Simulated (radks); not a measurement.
Spherical quantum dot in the effective-mass picture: electrons in a well V = -V0 / (1 + exp((r - R)/a)) with V0 = 34.3, R = 1.27, a = 0.089, all in effective atomic units (hartree* = m*/eps^2 hartree, bohr* = eps/m* bohr), one dielectric constant everywhere. Method: non-relativistic Kohn-Sham, LDA (Slater exchange, Perdew-Wang correlation), spin-polarised, spherical densities; computed with a radial shooting solver with Libxc functionals. Levels are named by radial order and angular momentum (1s, 1p, 1d, 2s, ...), and open shells are averaged over m.

N = 3, configuration 1s2 1p(up 1, down 0). This is the lowest configuration that the search found. Occupied and some empty levels:

level    occupation  eigenvalue (hartree*)  <r> (bohr*)
1s up             1                -28.317       0.6718
1s down           1                -28.174       0.6705
1p up             1                -25.453       0.7916
1p down           0                -25.298       0.7917
1d up             0                -21.804       0.8724
1d down           0                -21.650       0.8731
2s up             0                -19.913       0.6970
2s down           0                -19.808       0.6978
1f up             0                -17.489       0.9352
1f down           0                -17.342       0.9361

Energy (hartree*): total -86.9347, kinetic 9.8163, external -100.29, Hartree 5.6563, exchange-correlation -2.1191.

Electron density:

r (bohr*)  n(r) (e/bohr*^3)
0.0678                1.227
0.143                 1.225
0.219                 1.217
0.294                 1.200
0.370                 1.168
0.445                 1.116
0.520                 1.039
0.596                0.9374
0.671                0.8125
0.747                0.6710
0.822                0.5221
0.898                0.3778
0.973                0.2497
1.05                 0.1474
1.12                0.07652
1.20                0.03377
1.27                0.01295
1.35               0.004342
1.43               0.001363
1.50              0.0004045
